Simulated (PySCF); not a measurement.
# Two-photon absorption: `CC[C@@H](C)C(=O)O`, C$_{5}$H$_{10}$O$_{2}$

Molfile (atoms numbered from 1):
```
C5H10O2
     RDKit          3D

 17 16  0  0  0  0  0  0  0  0999 V2000
    1.5892    1.3953   -0.1706 C   0  0  0  0  0  0  0  0  0  0  0  0
    1.1796   -0.0269    0.1752 C   0  0  0  0  0  0  0  0  0  0  0  0
   -0.2867   -0.3344   -0.1069 C   0  0  1  0  0  0  0  0  0  0  0  0
   -0.6136   -1.8209    0.0610 C   0  0  0  0  0  0  0  0  0  0  0  0
   -1.1963    0.4598    0.8042 C   0  0  0  0  0  0  0  0  0  0  0  0
   -0.9001    0.9009    1.8843 O   0  0  0  0  0  0  0  0  0  0  0  0
   -2.4278    0.5946    0.2900 O   0  0  0  0  0  0  0  0  0  0  0  0
    1.4067    1.6192   -1.2342 H   0  0  0  0  0  0  0  0  0  0  0  0
    2.6596    1.5595    0.0242 H   0  0  0  0  0  0  0  0  0  0  0  0
    1.0292    2.1259    0.4325 H   0  0  0  0  0  0  0  0  0  0  0  0
    1.3708   -0.2198    1.2436 H   0  0  0  0  0  0  0  0  0  0  0  0
    1.7953   -0.7449   -0.3917 H   0  0  0  0  0  0  0  0  0  0  0  0
   -0.5400   -0.0419   -1.1405 H   0  0  0  0  0  0  0  0  0  0  0  0
   -1.6730   -2.0247   -0.1514 H   0  0  0  0  0  0  0  0  0  0  0  0
   -0.0024   -2.4242   -0.6266 H   0  0  0  0  0  0  0  0  0  0  0  0
   -0.3964   -2.1517    1.0885 H   0  0  0  0  0  0  0  0  0  0  0  0
   -2.9512    1.0674    0.9556 H   0  0  0  0  0  0  0  0  0  0  0  0
  1  2  1  0
  2  3  1  0
  3  4  1  0
  3  5  1  0
  5  6  2  0
  5  7  1  0
  1  8  1  0
  1  9  1  0
  1 10  1  0
  2 11  1  0
  2 12  1  0
  3 13  1  6
  4 14  1  0
  4 15  1  0
  4 16  1  0
  7 17  1  0
M  END
```

Computed, not measured: TDDFT CAM-B3LYP/aug-cc-pVDZ excited states, vertical, gas phase (PySCF 2.14.0). Geometry: PBE0-D3(BJ)/def2-SVP.

Q: How strongly do the lowest singlets absorb one photon, and two photons of half the energy?

A: δ for parallel linear polarisation; σ at the peak of a Lorentzian of half width 0.1 eV, single beam; Ω is circular over linear.
| state | E (eV) | f | photon λ (nm) | δ (au) | σ (GM) | Ω | main |
| --- | --- | --- | --- | --- | --- | --- | --- |
| S1 | 5.86 | 0.001 | 423 | 0.18 | 0.00 | 1.16 | HOMO→LUMO+5 0.39, HOMO→LUMO+8 0.25 |
| S2 | 7.12 | 0.051 | 348 | 161 | 3.00 | 0.48 | HOMO→LUMO 0.63, HOMO→LUMO+1 0.20 |
| S3 | 7.92 | 0.018 | 313 | 42.9 | 0.98 | 0.82 | HOMO→LUMO+1 0.50, HOMO→LUMO 0.18 |
| S4 | 8.07 | 0.002 | 307 | 12.2 | 0.29 | 1.49 | HOMO−1→LUMO 0.32, HOMO→LUMO+2 0.13 |
| S5 | 8.08 | 0.001 | 307 | 10.8 | 0.26 | 1.18 | HOMO→LUMO+2 0.47, HOMO→LUMO+3 0.16 |
| S6 | 8.19 | 0.007 | 303 | 37.6 | 0.92 | 0.94 | HOMO→LUMO+3 0.44, HOMO→LUMO+2 0.17 |

Among these, the strongest one-photon state is S2, the strongest two-photon state S2, with a dipole change of 7.7 D (relaxed, norm of the difference vector).
